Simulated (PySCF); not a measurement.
# Ag³⁴⁺: ionisation energy

Ag³⁴⁺ [Ne] 3s2 3p1 [3p1/2^1, M_J = 1/2] → Ag³⁵⁺ [Ne] 3s2, as a difference of total energies. All numbers are calculated (PySCF 2.14, the two-component X2C-1e Hamiltonian, in an uncontracted even-tempered set (19 s from 6.2 bohr⁻², ratio 2.4; 13 p from 8.1 bohr⁻², ratio 2.4; 4 d from 28 bohr⁻², ratio 2.6; 4 f from 42 bohr⁻², ratio 2.6)). Correlated levels: 1s2 frozen; the 50 highest virtual spinors dropped. "Screened" scales the spin-orbit matrix elements by Boettger's factors to mimic the two-electron term; Breit and QED terms are absent.

| method | ionisation energy (eV) |
| --- | --- |
| GHF (spin-free) | 2121.9 |
| GMP2 (spin-free) | 2122.3 |
| GHF (screened spin-orbit) | 2152.2 |
| GMP2 (screened spin-orbit) | 2152.6 |

Breit and QED terms and the two-electron picture change are absent.

The spin-free rows lack the spin-orbit shift.

For comparison: 2131 ± 10 eV (semi-empirical (NIST evaluation); NIST Atomic Spectra Database, ionization energies).
